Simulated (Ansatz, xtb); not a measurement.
**Relative energy of two structures of BBeFH2OSi**

We compare a, a singlet given by its coordinates, with b, `O=B[SiH2][Be][F]`, a singlet. Both are isolated molecules in the gas phase, relaxed with PBE0-D3(BJ)/def2-SVP; the shapes shown needn't be the lowest conformers.

a (Å):

```
atom    x (Å)    y (Å)    z (Å)
   B  -0.9526  -0.1452  -0.7928
  Be   0.8881  -0.4584   1.0408
   F   1.3734  -0.6675   2.3406
   O  -0.2439   0.3241   0.2572
  Si   0.8643  -0.8269  -1.1742
   H   1.4651   0.2284  -2.0827
   H  -2.1047   0.0875  -1.0416
```

Close contacts (Å): B1–O4 1.35, B1–Si5 1.98, Be2–F3 1.40, Be2–O4 1.58, Be2–Si5 2.25, B1–H7 1.20, Si5–H6 1.52.

b (Å):

```yaml
atoms:
  - { symbol: B, position_ang: [-0.8484, -2.7143, 2.4510] }
  - { symbol: Be, position_ang: [-0.0791, 0.4064, 3.5386] }
  - { symbol: F, position_ang: [-0.5353, 1.6762, 3.8677] }
  - { symbol: O, position_ang: [-1.7936, -3.3759, 2.1053] }
  - { symbol: Si, position_ang: [0.6675, -1.5628, 3.0338] }
  - { symbol: H, position_ang: [1.3064, -2.2467, 4.2002] }
  - { symbol: H, position_ang: [1.6447, -1.5291, 1.9023] }
```

Q: Estimate which is lower in electronic energy at CCSD(T)/def2-TZVP, and by roughly how much.

A: The CCSD(T)/def2-TZVP calculation puts structure b lower, by 21.2 kcal/mol.

Level by level:

| level | geometry | E(b) − E(a) (kcal/mol) | departure from the last row (kcal/mol) | job, with rough time for the two |
| --- | --- | --- | --- | --- |
| GFN2-xTB | GFN2-xTB | +6.7 | +27.9 | optimisation, 0.36 s |
| HF/STO-3G | GFN2-xTB | −36.0 | −14.8 | single point, 0.38 s |
| r2SCAN-D4/def2-SVP | GFN2-xTB | −22.3 | −1.1 | single point, 2.5 s |
| PBE0-D3(BJ)/def2-SVP | PBE0-D3(BJ)/def2-SVP | −20.0 | +1.2 | optimisation, 29 s |
| HF/def2-TZVP | PBE0-D3(BJ)/def2-SVP | −28.3 | −7.1 | part of the CCSD(T) run |
| MP2/def2-TZVP | PBE0-D3(BJ)/def2-SVP | −22.2 | −1.1 | part of the CCSD(T) run |
| CCSD(T)/def2-TZVP | PBE0-D3(BJ)/def2-SVP | −21.2 |  | single point, 78 s |

GFN2-xTB puts the two in the other order. The largest departure from CCSD(T)/def2-TZVP is that of GFN2-xTB, 27.9 kcal/mol.

With harmonic frequencies from PBE0-D3(BJ)/def2-SVP (ideal gas, rigid rotor, one conformer each, 600 K, 1 atm): the zero-point term adds −0.4 kcal/mol; ΔH is −21.1 and ΔG −24.1 kcal/mol.

The correlated steps freeze 8 core orbitals; the last core shell of Be is correlated, in a basis made for valence electrons. Mirror images aren't counted in ΔG. Programs: Ansatz 0.2.0, xtb 6.7.1; the last row on 2 threads of Arm Neoverse V1 on a shared host.
